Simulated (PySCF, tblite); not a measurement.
C6H4F3N.
Atom-mapped SMILES: `[N:1]#[C:2][C@H:3]1[CH2:4][CH:5]=[C:6]1[C:7]([F:8])([F:9])[F:10]` (hydrogens: H11 on C3; H12, H13 on C4; H14 on C5)

Computed with GFN2-xTB (tblite), gas phase: Langevin dynamics at 300 K from the optimised GFN2-xTB geometry, time step 0.5 fs, friction 0.01 fs⁻¹, 2000 steps. Over the second half of the run the saved frames average 285 K.

Frame at 250 fs, instantaneous temperature 364 K:
```
atom  x, y, z in Å
N1     -0.380    1.858   -1.945
C2     -0.629    1.145   -1.089
C3     -0.857    0.233    0.037
C4     -1.653   -1.052   -0.377
C5     -0.302   -1.740   -0.231
C6      0.308   -0.663    0.191
C7      1.589   -0.245    0.813
F8      2.631    0.018   -0.051
F9      1.446    0.779    1.653
F10     2.068   -1.277    1.518
H11    -1.223    0.796    0.879
H12    -2.509   -1.347    0.243
H13    -1.954   -1.118   -1.472
H14     0.130   -2.729   -0.321
```

Frame at 425 fs, instantaneous temperature 267 K:
```
atom  x, y, z in Å
N1     -0.306    1.246   -2.379
C2     -0.489    0.709   -1.400
C3     -0.706    0.091   -0.200
C4     -1.343   -1.355   -0.355
C5     -0.158   -1.927    0.439
C6      0.399   -0.716    0.563
C7      1.655   -0.063    1.055
F8      2.599    0.019    0.126
F9      1.472    1.192    1.523
F10     2.111   -0.940    1.978
H11    -1.102    0.809    0.526
H12    -2.381   -1.464   -0.004
H13    -1.322   -1.678   -1.398
H14     0.187   -2.857    0.911
```

Frame at 625 fs, instantaneous temperature 306 K:
```
atom  x, y, z in Å
N1     -0.148    0.912   -2.458
C2     -0.286    0.805   -1.338
C3     -0.645    0.342    0.005
C4     -1.345   -1.061   -0.080
C5     -0.230   -1.611    0.748
C6      0.396   -0.437    0.772
C7      1.714    0.013    1.299
F8      2.759   -0.130    0.393
F9      1.827    1.266    1.785
F10     2.117   -0.776    2.383
H11    -1.169    1.138    0.570
H12    -2.403   -1.235    0.290
H13    -1.280   -1.514   -1.123
H14     0.107   -2.555    1.172
```

Frame at 800 fs, instantaneous temperature 307 K:
```
atom  x, y, z in Å
N1      0.253    0.675   -2.538
C2     -0.040    0.550   -1.413
C3     -0.489    0.292   -0.035
C4     -1.358   -0.939    0.258
C5     -0.134   -1.496    1.058
C6      0.551   -0.329    0.887
C7      1.792    0.118    1.456
F8      2.761    0.127    0.482
F9      1.773    1.369    1.997
F10     2.261   -0.696    2.499
H11    -0.938    1.218    0.311
H12    -2.138   -0.736    1.028
H13    -1.656   -1.477   -0.634
H14     0.215   -2.389    1.470
```

Frame at 1000 fs, instantaneous temperature 327 K:
```
atom  x, y, z in Å
N1      0.407    1.150   -2.084
C2     -0.060    0.700   -1.156
C3     -0.574    0.200    0.119
C4     -1.288   -1.183    0.212
C5     -0.094   -1.635    0.954
C6      0.516   -0.420    0.992
C7      1.744    0.109    1.650
F8      2.883    0.017    0.935
F9      1.506    1.393    1.981
F10     2.034   -0.500    2.779
H11    -1.186    0.956    0.654
H12    -2.161   -1.240    0.945
H13    -1.709   -1.573   -0.722
H14     0.225   -2.468    1.549
```

Task: What do single points at PBE0/pcSseg-1 (PySCF, gas phase) give on these frames?

Result: 
```
t (fs)  GFN2-xTB E above start (eV)  DFT E above lowest frame (eV)  HOMO (eV)  LUMO (eV)  dipole (D)
   250                         0.38                           0.00      -8.84      -1.35        4.94
   425                         0.58                           0.16      -8.76      -1.32        4.58
   625                         0.41                           0.03      -8.86      -1.53        4.69
   800                         0.53                           0.07      -8.77      -1.65        4.85
  1000                         0.45                           0.02      -8.58      -1.43        5.14
```

The two levels order the frames alike by energy but for pairs within 0.08 eV at one level; measured from each level's lowest frame they differ by 0.08 eV at most. The HOMO–LUMO gap runs from 7.12 to 7.49 eV. These are instantaneous structures, not minima.

Task: And the isotropic GIAO shieldings (ppm) from the same runs?

Result: 
| atom | 250 fs | 425 fs | 625 fs | 800 fs | 1000 fs | mean | range |
| --- | --- | --- | --- | --- | --- | --- | --- |
| N1 | -36.0 | -35.6 | -41.3 | -54.9 | -39.9 | -41.5 | 19.3 |
| C2 | 64.1 | 67.7 | 65.6 | 60.5 | 68.8 | 65.3 | 8.3 |
| C3 | 156.9 | 164.6 | 155.7 | 154.7 | 149.8 | 156.3 | 14.8 |
| C4 | 147.4 | 143.6 | 137.0 | 145.6 | 150.0 | 144.7 | 13.0 |
| C5 | 37.2 | 36.7 | 30.1 | 17.8 | 26.5 | 29.7 | 19.4 |
| C6 | 46.4 | 32.8 | 47.2 | 36.6 | 33.9 | 39.4 | 14.4 |
| C7 | 57.7 | 59.1 | 49.4 | 50.3 | 59.8 | 55.3 | 10.4 |
| F8 | 223.9 | 245.8 | 205.6 | 221.6 | 234.4 | 226.3 | 40.2 |
| F9 | 256.4 | 257.5 | 243.8 | 237.5 | 253.2 | 249.7 | 20.0 |
| F10 | 244.0 | 256.8 | 219.9 | 227.0 | 260.4 | 241.6 | 40.5 |
| H11 | 28.5 | 28.4 | 27.8 | 28.1 | 27.1 | 28.0 | 1.4 |
| H12 | 28.1 | 27.9 | 27.1 | 27.7 | 27.5 | 27.7 | 1.0 |
| H13 | 27.6 | 28.6 | 27.2 | 28.6 | 28.3 | 28.1 | 1.4 |
| H14 | 24.7 | 24.1 | 24.1 | 24.2 | 24.5 | 24.3 | 0.6 |

What follows is the cost of the whole dynamics run. On one thread, Arm Neoverse V1 (aarch64), shared host, this took 13 s and 0.18 GiB of memory at its peak.
